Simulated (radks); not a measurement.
The numbers below are computed, except where a source is named.
Problem. Species: Pd3+. Configuration: [Kr] 4d5 5s2 (not the ground configuration). Code: a radial shooting solver on a logarithmic mesh with Libxc functionals. Model: scalar-relativistic Kohn-Sham, BLYP, spin-polarised, spherical densities, finite nucleus; open shells are filled with parallel spins first (spin-orbit coupling, left out, can overturn this in heavy ions); Fermi nuclear charge, rms radius 4.5318 fm. Some entries of the table are withheld. Estimate them.

| orbital | occ. | eigenvalue (hartree) | <r> (bohr) | <1/r> (bohr^-1) |
|---|---|---|---|---|
| 1s up | 1 | -890.1693 | 0.03185 | 48.24 |
| 1s down | 1 | -890.1692 | 0.03185 | 48.24 |
| 2s up | 1 | -131.6997 | 0.1384 | 10.94 |
| 2s down | 1 | -131.6601 | 0.1383 | 10.94 |
| 2p up | 3 | -118.2930 | 0.1206 | 10.58 |
| 2p down | 3 | -118.2629 | 0.1206 | 10.58 |
| 3s up | 1 | -25.35062 | 0.3793 | 3.827 |
| 3s down | 1 | -25.33023 | 0.3793 | 3.827 |
| 3p up | 3 | -20.94812 | 0.3787 | 3.647 |
| 3p down | 3 | -20.92492 | 0.3786 | 3.646 |
| 3d up | 5 | -13.95961 | 0.3574 | 3.421 |
| 3d down | 5 | -13.92383 | 0.3573 | 3.421 |
| 4s up | 1 | -5.08020 | 0.9286 | 1.482 |
| 4s down | 1 | -4.91963 | 0.9268 | 1.489 |
| 4p up | 3 | -3.78914 | 1.006 | 1.345 |
| 4p down | 3 | -3.62549 | 1.007 | 1.348 |
| 4d up | 5 | -1.89912 | 1.230 | (1) |
| 4d down | 0 | -1.74638 | 1.254 | (2) |
| 5s up | 1 | (3) | (4) | 0.5803 |
| 5s down | 1 | (5) | (6) | 0.5608 |

Solution. 
(1) 4d up <1/r> (bohr^-1): 1.073
(2) 4d down <1/r> (bohr^-1): 1.058
(3) 5s up eigenvalue (hartree): -1.28495
(4) 5s up <r> (bohr): 2.254
(5) 5s down eigenvalue (hartree): -1.23540
(6) 5s down <r> (bohr): 2.315
